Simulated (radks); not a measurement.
Problem. Spherical jellium clusters: N electrons in a uniform positive sphere of charge N and radius rs N^(1/3), rs = 2.89 bohr. Calculated with a radial shooting solver with Libxc functionals: non-relativistic Kohn-Sham, exchange-only LDA, spin-polarised, spherical densities. Levels are named by radial order and angular momentum (1s, 1p, 1d, 2s, ...), and open shells are averaged over m. At N = 27 the configuration is 1s2 1p6 1d10 2s2 1f(up 7, down 0). The background grows by one charge. Does electron 28 go into 1f down or 2p up or 2p down?

Solution. Into 2p up. The total energies of the other choices lie higher by 0.0939 eV (1f down), 0.490 eV (2p down).
